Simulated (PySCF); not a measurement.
Atom-mapped SMILES (the numbers label the heavy atoms): `[CH2:1]=[CH:2][SiH2:3][C:4]1=[CH:5][C:6](=[O:7])[SiH2:8][CH2:9]1` (H(Xn): hydrogen on atom n). Ha(C1) is cis to Si3; Hb(C1) is trans to Si3.

How the numbers were obtained: PBE0/pcSseg-1 with gauge-including orbitals, structure optimised with GFN2-xTB, in PySCF 2.14.0 with density-fitted response routines (one conformer, gas phase, equivalent nuclei averaged, non-relativistic Hamiltonian).

Referencing at the same level of theory: ¹³C and ¹H and ²⁹Si against TMS; ¹⁷O vs H2O.

```csv
atoms,nucleus,count,Hirshfeld charge,δ (ppm)
H(Si3),¹H,2,-0.07,4.86
C6,¹³C,1,0.06,?
Hb(C1),¹H,1,0.05,6.58
C4,¹³C,1,-0.05,?
C5,¹³C,1,-0.06,161.7
Ha(C1),¹H,1,0.04,?
Si3,²⁹Si,1,0.34,-45.2
Si8,²⁹Si,1,0.34,-81.8
O7,¹⁷O,1,-0.24,?
H(Si8),¹H,2,-0.07,4.00
C2,¹³C,1,-0.14,?
H(C9),¹H,2,0.04,2.16
H(C5),¹H,1,0.05,6.86
H(C2),¹H,1,0.04,6.48
C9,¹³C,1,-0.16,18.3
C1,¹³C,1,-0.08,144.5
```

Problem. Complete the table.

Solution. 
- C6: 238.3 ppm, carbonyl carbon
- C4: 181.4 ppm, β carbon of a C=C–C=O unit; conjugation with the carbonyl draws π density from the β position
- C2: 137.3 ppm, alkene CH; the olefinic region
- Ha(C1): 6.02 ppm, hydrogen on a terminal =CH2 carbon; olefinic region
- O7: 843.9 ppm, carbonyl oxygen

Shifts are as computed. Against solution values, carbons near 30 ppm lie about +3 ppm off and those near 130 ppm about +5 ppm. Of 1211 compounds with measured shifts, 218 miss one by over three times the rms of a fit or turn the order of signals round; such compounds aren't used in these exercises. Unscaled 17O shifts of doubly bonded oxygen tend to come out too high, by tens of ppm or more. Experimental scales use liquid or dissolved standards, which lie at an offset from isolated H2O (liquid H2O: subtract about 36 ppm).
